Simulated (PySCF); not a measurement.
**Peak assignment**

Geometry:
```json
{"atom": "C1", "x (Å)": "-1.724", "y (Å)": "-0.336", "z (Å)": "-0.077"}
{"atom": "C2", "x (Å)": "-0.690", "y (Å)": "0.464", "z (Å)": "0.714"}
{"atom": "C3", "x (Å)": "-1.069", "y (Å)": "1.942", "z (Å)": "0.813"}
{"atom": "C4", "x (Å)": "0.708", "y (Å)": "0.291", "z (Å)": "0.150"}
{"atom": "C5", "x (Å)": "0.989", "y (Å)": "0.675", "z (Å)": "-1.164"}
{"atom": "N6", "x (Å)": "2.154", "y (Å)": "0.594", "z (Å)": "-1.798"}
{"atom": "C7", "x (Å)": "3.217", "y (Å)": "0.111", "z (Å)": "-1.196"}
{"atom": "Cl8", "x (Å)": "4.674", "y (Å)": "0.062", "z (Å)": "-2.156"}
{"atom": "C9", "x (Å)": "3.295", "y (Å)": "-0.360", "z (Å)": "0.114"}
{"atom": "P10", "x (Å)": "1.938", "y (Å)": "-0.380", "z (Å)": "1.185"}
{"atom": "H11", "x (Å)": "-1.456", "y (Å)": "-1.402", "z (Å)": "-0.121"}
{"atom": "H12", "x (Å)": "-1.814", "y (Å)": "0.031", "z (Å)": "-1.112"}
{"atom": "H13", "x (Å)": "-2.717", "y (Å)": "-0.251", "z (Å)": "0.390"}
{"atom": "H14", "x (Å)": "-0.673", "y (Å)": "0.057", "z (Å)": "1.741"}
{"atom": "H15", "x (Å)": "-1.116", "y (Å)": "2.412", "z (Å)": "-0.182"}
{"atom": "H16", "x (Å)": "-2.058", "y (Å)": "2.058", "z (Å)": "1.283"}
{"atom": "H17", "x (Å)": "-0.337", "y (Å)": "2.502", "z (Å)": "1.414"}
{"atom": "H18", "x (Å)": "0.175", "y (Å)": "1.096", "z (Å)": "-1.770"}
{"atom": "H19", "x (Å)": "4.257", "y (Å)": "-0.732", "z (Å)": "0.475"}
```

Calculated, not measured (PySCF 2.14.0 with density-fitted response routines): PBE0-D3(BJ)/def2-SVP geometry, shielding tensors at KT3/pcSseg-1 (GIAO). One conformer, gas phase, non-relativistic, averaged over atoms made equivalent by symmetry, fast rotation or ring inversion.

Shifts are taken against calculated references (same method and geometry level): 13C (σref 182.31), 1H (σref 31.32) vs TMS.

(1) Assign these signals to the numbered atoms. 13C{1H} NMR (computed): δ 162.7, 152.4, 143.5, 143.0, 40.2, 27.0.

(2) Assign these signals to the numbered atoms. 1H NMR (600 MHz, computed): δ 8.63 (m, 1H), 8.17 (m, 1H), 3.00 (m, 1H), 1.34 (d, 6H).

Results:

(1) 
| δ (ppm) | atoms | environment | reason |
| --- | --- | --- | --- |
| 162.7 | C4 | substituted aromatic carbon | – |
| 152.4 | C7 | aromatic carbon bearing chlorine | – |
| 143.5 | C9 | aromatic CH | – |
| 143.0 | C5 | aromatic CH next to a ring nitrogen | the adjacent pyridine-type nitrogen withdraws density from it |
| 40.2 | C2 | sp3 CH on an aromatic ring | saturated and bonded to C and H only |
| 27.0 | C1/C3 | methyl carbon | aliphatic region, no heteroatom directly attached |

C9 and C5 lie closer than the usual error of such a calculation, so a measured spectrum could show them in the other order.

(2) 
8.63 → H18, hydrogen on an aromatic CH next to a ring nitrogen: ring current plus the neighbouring ring nitrogen
8.17 → H19, hydrogen on an aromatic CH: the ring current deshields protons in the ring plane
3.00 → H14, hydrogen on an sp3 CH on an aromatic ring: benzylic-type position, deshielded by the ring
1.34 → H11/H12/H13/H15/H16/H17, hydrogen on a methyl carbon

Carbons that carry Cl, above all several Cl atoms, come out too deshielded, partly because spin–orbit coupling is missing. Splittings by 31P in the carbon and heteronuclear signals aren't shown, as no couplings were computed. Shifts are as computed, not scaled to solution data. Of 1313 compounds with measured shifts, 239 miss one by over three times the rms of a fit or turn the order of signals round; such compounds aren't used in these exercises. Multiplicities follow the n + 1 count of equivalent neighbours, as no J values were calculated; m marks all less simple cases, F and P coupling included.
